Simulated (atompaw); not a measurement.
# u(r) = r·R(r): atom against pseudo-atom (magnesium (Mg))

Columns: radius, all-electron u(r) and pseudo u(r) of the 2p shell (level -46.61 eV) of magnesium in the configuration [He] 2s2 2p6 3s2 3p0; PBE, scalar-relativistic, PAW (atompaw) scheme, atompaw 4.2.0.5.

```json
{"r (bohr)": "0.048", "all-electron": "0.0928", "pseudo": "0.0333"}
{"r (bohr)": "0.096", "all-electron": "0.2831", "pseudo": "0.1288"}
{"r (bohr)": "0.144", "all-electron": "0.4924", "pseudo": "0.2735"}
{"r (bohr)": "0.192", "all-electron": "0.6840", "pseudo": "0.4486"}
{"r (bohr)": "0.240", "all-electron": "0.8432", "pseudo": "0.6327"}
{"r (bohr)": "0.288", "all-electron": "0.9664", "pseudo": "0.8051"}
{"r (bohr)": "0.337", "all-electron": "1.0564", "pseudo": "0.9518"}
{"r (bohr)": "0.385", "all-electron": "1.1130", "pseudo": "1.0567"}
{"r (bohr)": "0.433", "all-electron": "1.1431", "pseudo": "1.1204"}
{"r (bohr)": "0.481", "all-electron": "1.1517", "pseudo": "1.1468"}
{"r (bohr)": "0.529", "all-electron": "1.1430", "pseudo": "1.1441"}
{"r (bohr)": "0.577", "all-electron": "1.1211", "pseudo": "1.1221"}
{"r (bohr)": "0.625", "all-electron": "1.0894", "pseudo": "1.0895"}
{"r (bohr)": "0.673", "all-electron": "1.0505", "pseudo": "1.0505"}
{"r (bohr)": "0.721", "all-electron": "1.0067", "pseudo": "1.0067"}
{"r (bohr)": "0.769", "all-electron": "0.9596", "pseudo": "0.9596"}
{"r (bohr)": "0.817", "all-electron": "0.9108", "pseudo": "0.9108"}
{"r (bohr)": "0.865", "all-electron": "0.8613", "pseudo": "0.8613"}
{"r (bohr)": "0.913", "all-electron": "0.8119", "pseudo": "0.8119"}
{"r (bohr)": "0.962", "all-electron": "0.7622", "pseudo": "0.7622"}
{"r (bohr)": "1.010", "all-electron": "0.7148", "pseudo": "0.7148"}
{"r (bohr)": "1.058", "all-electron": "0.6690", "pseudo": "0.6690"}
{"r (bohr)": "1.106", "all-electron": "0.6250", "pseudo": "0.6250"}
{"r (bohr)": "1.154", "all-electron": "0.5829", "pseudo": "0.5829"}
{"r (bohr)": "1.202", "all-electron": "0.5429", "pseudo": "0.5429"}
{"r (bohr)": "1.250", "all-electron": "0.5051", "pseudo": "0.5051"}
```

Problem. How many radial nodes do the two functions have?

Solution. The all-electron 2p function has n − l − 1 = 0; the pseudo-wave has 0.

Problem. At about which radius was the pseudo-wave matched?

Solution. 0.65 bohr, where the columns begin to agree (steps of 0.05 bohr).

Problem. Is the pseudo-wave norm-conserving?

Solution. No, it belongs to a PAW set: the norm inside the radius is not constrained, and the difference is carried by the augmentation charge.
